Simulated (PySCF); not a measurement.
# Electronic structure of K (potassium, neutral) at the UHF level

Configuration: [Ar] 4s1, 2S determinant. All numbers are calculated (PySCF 2.14, scalar relativity by spin-free X2C-1e, in Sapporo-DKH3-DZP-2012 (6s5p1d, 26 functions)).

| Item | Value |
| --- | --- |
| Total energy | -601.445012 hartree |
| One-electron energy | -826.8801 hartree |
| Hartree (Coulomb) energy | 258.3084 hartree |
| Exchange energy | -32.8733 hartree |
| ⟨S²⟩ | 0.7502 |
| ⟨L²⟩ | 0.000 |
| Sum of ⟨r⟩ | 19.40 bohr |
| Sum of ⟨r²⟩ | 50.90 bohr² |
| Langevin diamagnetic susceptibility | -40.3 ×10⁻⁶ cm³/mol |
| Time after the integrals | 0.06 s of wall time on 1 thread of Neoverse-V1 (shared host) |

| shell | electrons | mean orbital energy (eV) | rms radius, mean of both spins (bohr) |
| --- | --- | --- | --- |
| 1s α | 1 | -3650.0 | 0.0937 |
| 1s β | 1 | -3649.9 | 0.0937 |
| 2s α | 1 | -397.32 | 0.418 |
| 2s β | 1 | -397.27 | 0.418 |
| 2p α | 3 | -313.64 | 0.387 |
| 2p β | 3 | -313.63 | 0.387 |
| 3s α | 1 | -47.978 | 1.37 |
| 3s β | 1 | -47.843 | 1.37 |
| 3p α | 3 | -25.960 | 1.56 |
| 3p β | 3 | -25.913 | 1.56 |
| 4s α | 1 | -4.033 | 5.59 |

Densities and radii are taken from the X2C orbitals without a picture-change correction, which distorts them close to the nucleus.
